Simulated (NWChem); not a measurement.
C$_{2}$H$_{3}$BO; SMILES C#CBO

```xyz
7

B      0.5143    -0.6690     0.0000
C      0.0842     0.8011     0.0000
C     -0.2037     1.9840     0.0000
H     -0.4663     3.0270     0.0000
H      1.6922    -0.9580     0.0000
O     -0.4316    -1.6310     0.0000
H     -0.0568    -2.5174     0.0000
```
Atoms are numbered in this order, from 1.

Results from NWChem. Geometry: optimised at PBE0/def2-SVP. GIAO values for the isolated, static molecule; σ is the absolute isotropic shielding, δ = σ(reference) − σ with the isolated reference molecule computed at the same levels (11B: boron trifluoride, 13C: tetramethylsilane, 1H: tetramethylsilane, 17O: water).

**Question.** Predict the results for PBE0/pcSseg-1. Quantities: δ B1 (ppm); δ C2 (ppm); δ C3 (ppm); δ H4 (ppm); δ H5 (ppm); δ O6 (ppm); δ H7 (ppm).

**Answer.** 
| Quantity | Value |
|---|---|
| δ B1 (ppm) | 23.8 |
| δ C2 (ppm) | 92.7 |
| δ C3 (ppm) | 105.3 |
| δ H4 (ppm) | 2.94 |
| δ H5 (ppm) | 4.87 |
| δ O6 (ppm) | 207.4 |
| δ H7 (ppm) | 6.00 |
